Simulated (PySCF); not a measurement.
## Relaxation of quintet IrCl₃

These are results of UPBE0/[Ir dyall-v2z, Cl def2-TZVP], no relativity, density fitting, PySCF, not measurements. A (50,194) grid was used.

A hand-made trigonal planar start, of D3h symmetry, held to at least that symmetry:

Coordinates in bohr (charge 0 multiplicity 5):
```
Ir    0.0000    0.0000    0.0000
Cl    4.1763    0.0000    0.0000
Cl   -2.0882    3.6168    0.0000
Cl   -2.0881   -3.6168    0.0000
```

Optimiser trace:
| step | E − E(last) (kJ/mol) | largest gradient (Eh/bohr) |
| --- | --- | --- |
| 0 | 18.17 | 0.03062 |
| 1 | 0.84 | 0.00596 |
| 2 | 0.02 | 0.00100 |
| 3 | 0.00 | 0.00004 |

It ends at D3h with Ir–Cl 2.295 Å (×3); Cl–Ir–Cl 120.0° (×3). A frequency run shows a minimum.

Relativity is left out on purpose here, so the numbers are not realistic for elements this heavy. Open d and f shells are described by one determinant, and the ground state may have another occupation or spin. Spin–orbit coupling, left out here, can matter for elements this heavy.

The relaxation took about 17 core-minutes on a shared host.
